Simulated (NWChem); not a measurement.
Species: BHClF; SMILES ClBF

Computed with NWChem. The level has its own optimisation; frequencies are unscaled.

Task: Estimate the computed values for Hartree-Fock/3-21G. Quantities: r B–H (Å); r B–F (Å); r B–Cl (Å); highest harmonic frequency (cm⁻¹); lowest (cm⁻¹); zero-point energy (kcal/mol); dipole (D).

Result: The r B–H (Å) comes out as 1.171 and the r B–F (Å) is 1.334. The r B–Cl (Å) is 1.788 and the highest harmonic frequency (cm⁻¹) is 2930. The lowest (cm⁻¹) is 403 and the zero-point energy (kcal/mol) is 11.0. The dipole (D) comes out as 1.70.
